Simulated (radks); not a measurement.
The numbers below are computed, except where a source is named.
Mean orbital radii <r> (bohr) of the krypton ion Kr3+, [Ar] 3d10 4s2 4p3, at several levels of relativity; Dirac values are averaged over j with weights 2j + 1. Spin-unpolarised spherical Kohn-Sham, PBEsol, point nucleus unless stated (finite: rms radius 4.1884 fm), a radial shooting solver on a logarithmic mesh with Libxc functionals. A level marked "c x" has the speed of light scaled by that factor and shares open shells by 2j + 1; other Dirac levels either fill j = l - 1/2 first or share by 2j + 1.

| shell | non-rel. | scalar-rel. | Dirac, 2j+1 shares | Dirac, low j first | change of magnitude, last against first (%) |
|---|---|---|---|---|---|
| 1s | 0.04247 | 0.04151 | 0.04150 | 0.04150 | -2.28 |
| 2s | 0.1879 | 0.1836 | 0.1833 | 0.1833 | -2.43 |
| 2p | 0.1619 | 0.1602 | 0.1601 | 0.1601 | -1.16 |
| 3s | 0.5415 | 0.5304 | 0.5302 | 0.5303 | -2.08 |
| 3p | 0.5450 | 0.5403 | 0.5402 | 0.5402 | -0.89 |
| 3d | 0.5517 | 0.5536 | 0.5537 | 0.5538 | +0.37 |
| 4s | 1.489 | 1.464 | 1.464 | 1.465 | -1.61 |
| 4p | 1.668 | 1.661 | 1.661 | 1.662 | -0.39 |
